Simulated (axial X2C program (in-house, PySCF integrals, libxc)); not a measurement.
# Correcting the dissociation energy of NaGe for spin–orbit coupling

A spin-free CCSD(T) curve (one-electron X2C) was computed with an in-house all-electron X2C program for linear molecules (integrals from PySCF), basis Ge dyall-cv3z [9s9p7d4f1g], Na dyall-cv3z [9s8p5d2f] (cores contracted in-house), for the state M_S = 3/2, Λ = 0 (beyond evenly filled blocks: σα, π+α, π-α). It gives D0 = 1.339 eV to Ge + Na, which in a spin-free picture are the weighted means of the ground terms.

Correlated methods: 5 electrons correlated (number of frozen shells: Ge 3 s, 2 p, 1 d; Na 2 s, 1 p), 257 virtual spin orbitals or spinors in MP2, 59 natural virtuals in coupled cluster.

Measured levels of the ground terms (NIST Handbook of Basic Atomic Spectroscopic Data), in cm⁻¹: Ge 3P: J = 0 at 0, J = 1 at 557.1, J = 2 at 1410; Na 2S: J = 1/2 at 0.

The molecular state has Λ = 0, so it has no first-order lowering.

**Question.** How far does each ground level lie under the (2J+1)-weighted mean of its term?

**Answer.** Ge: (1 × 0 + 3 × 557.1 + 5 × 1410)/9 = 969 cm⁻¹; Na: a single level, 0.

**Question.** Correct D0.

**Answer.** D0 = 1.339 + (0 − 969)/8065.5 = 1.219 eV at CCSD(T) with these spin–orbit terms.

Second-order spin–orbit effects in the molecule, which grow quickly with Z, are left out. The state is a single determinant with fixed occupations, the lowest that a limited PBE0 search found. De is counted from the lowest determinant-based energies of the atoms at the same level, without counterpoise correction. CCSD and (T) use frozen natural virtuals with an MP2 correction for the truncation; (T) itself is uncorrected, so its De runs slightly low. PBE0 can misorder states that lie within some tenths of an eV, so this need not be the ground state of the molecule. The nearest other spin-free determinant of the search, M_S = 1/2, Λ = 0, lies 0.49 eV up at the distance of the search. With the outer-core shells frozen, correlated bond lengths of heavy atoms tend to come out a few hundredths of an ångström too long.
